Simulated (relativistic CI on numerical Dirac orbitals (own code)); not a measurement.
Calculated at this level of theory: Dirac-Coulomb-Breit CI, KLI orbitals optimised for each configuration, model QED, valence Slater integrals scaled by 0.85, P86 correlation energy added to each configuration (own radial code, finite nucleus).

Configuration list (outside the closed core [Xe] 4f14): 5d³, 5d6s², 5d²6p, 5d6s6p, 5d²5f, 5d²5g, 5d²6d, 5d²7s, 5d²7p, 5d6p², 5d6s7s, 5d5f², 5d²8s, 5d²7d, 5d²8p, 5d²6f, 5d5f6s, 5d²8d, 5d²7f, 5d5g², 5d5g6s, 5d6p7s, 5d5f6p. Levels of other configurations are missing.

For a near-neutral ion this model can misplace configurations by up to about 10,000 cm⁻¹ (more where the count of f electrons changes) and terms by 10 to 25 % of their spread. Rates follow the energies as ν³ (E1, M1) or ν⁵ (E2), so they and the lifetimes can be off by large factors. The fine structure of a lone outer electron comes out too small, for d and f at times inverted, and misplaced configurations move strength between like terms.

Outline of the computed level scheme of Ta III. Lowest level of each configuration: 5d³ ⁴F3/2 at 0.0000 eV; 5d6s² ²D5/2 at 5.4940 eV; 5d²6p ⁴G°5/2 at 6.1140 eV; 5d6s6p ⁴F°3/2 at 8.3072 eV.

Some strong electric-dipole decays among the lowest 45 levels: 5d²6p ⁴D°1/2 → 5d³ ⁴F3/2 (5.7e+08 s⁻¹); 5d²6p ⁴D°5/2 → 5d³ ⁴F7/2 (3.8e+08 s⁻¹); 5d²6p ⁴F°9/2 → 5d³ ⁴F9/2 (3.5e+08 s⁻¹); 5d²6p ⁴F°3/2 → 5d³ ⁴F3/2 (3.3e+08 s⁻¹); 5d²6p ⁴F°7/2 → 5d³ ⁴F7/2 (3.1e+08 s⁻¹); 5d²6p ⁴D°3/2 → 5d³ ⁴F5/2 (3.0e+08 s⁻¹); 5d²6p ⁴F°5/2 → 5d³ ⁴F5/2 (2.9e+08 s⁻¹); 5d²6p ⁴D°3/2 → 5d³ ⁴F5/2 (2.4e+08 s⁻¹).

Rates of lines that live on the mixing of spin multiplicities can be off by large factors.

LS names give the leading component of a level, which can be under half, so a name can repeat, a term be missing and a line seem to break the LS rules.
